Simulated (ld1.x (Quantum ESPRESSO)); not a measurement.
Mo, TM: configuration errors across variants

- Element: Mo (Z = 42)
- Generator: ld1.x (Quantum ESPRESSO) 7.5
- Type: norm-conserving Troullier–Martins (Kleinman–Bylander form)
- Functional: revPBE
- Relativity: fully relativistic
- Frozen core: [Kr]
- Valence charge: 6
- Reference configuration: 4d4.5 5s0 5p0 (charge +1.5)
- Partial waves: 5s (bound, empty): rc 2.25 bohr; 5p (bound, empty): rc 2.55 bohr; 4d (bound): rc 1.55 bohr
- Local potential: all-electron potential smoothed inside 1.85 bohr (lloc = -1)
- Core correction: Bessel-smoothed model core inside 0.85 bohr

Open shells are filled in proportion to 2j + 1 (rel_dist='average').

All-electron excitation energies from the reference (eV): (1) 4d5 5s1 5p0 -13.158; (2) 4d5 5s0 5p0 -6.384; (3) 4d4 5s0 5p0 8.991; (4) 4d5 5s0 5p1 -10.051; (5) 4d5.5 5s0.5 5p0 -12.894; (6) 4d2 5s0 5p0 75.090; (7) 4d5 5s0.5 5p0 -10.481.

Tests that are not counted but printed errors over 1 eV. “wave 5p (bound): rc 2.55 bohr becomes 5p (bound): rc 3.36 bohr”: 4d5 5s0 5p1 (solver errors, printed error -2.0 eV).

5 further variants failed, have other tests or another functional or relativity, and are left out.

A true bound ghost makes a file unfit for plane-wave use even where its test errors are small: the radial tests pick states by their node count and pass the ghost by. Where a test does run into it, the solver fails or the error is huge.

Errors AE − PS in meV (a dash: test not solved or not reliable):

| change | (1) | (2) | (3) | (4) | (5) | (6) | (7) | bound ghosts |
| --- | --- | --- | --- | --- | --- | --- | --- | --- |
| base | -12 | -15 | -26 | -1969 | -29 | -1260 | -12 | s, p3/2, p1/2 |
| local potential the d channel | -9.8 | -15 | -25 | -12 | -27 | -1246 | -11 | s, p3/2, p1/2 |
| core correction Bessel-smoothed model core inside 1.08 bohr | -12 | -15 | -26 | – | -29 | -1264 | -12 | s, p3/2, p1/2 |
| wave 5p (bound): rc 2.55 bohr becomes 5p (bound): rc 3.36 bohr | -12 | -15 | -26 | – | -29 | -1260 | -12 | s, p3/2, p1/2 |
| local potential all-electron potential smoothed inside 1.18 bohr (lloc = -1) | -0.2 | -15 | -26 | -1.1 | -19 | -1239 | -6.8 | s, p1/2, p3/2 |
| all radii but the core radius scaled by about 0.81 (s 1.82, p 2.06, d 1.24 bohr); local potential all-electron potential smoothed inside 1.50 bohr (lloc = -1) | -22 | -15 | -25 | -28 | -35 | -1249 | -18 | s, p3/2, p1/2 |
| wave 5s (bound): rc 2.25 bohr becomes 5s (bound): rc 2.60 bohr | -11 | -15 | -26 | -1969 | -26 | -1260 | -10 | s, p3/2, p1/2 |

(1) Give the same row for: wave 4d (bound): rc 1.55 bohr becomes 4d (bound): rc 1.96 bohr.

Answers

(1) -12, -15, -26, -1969, -29, -1242, -12; bound ghosts: s, p3/2, p1/2.
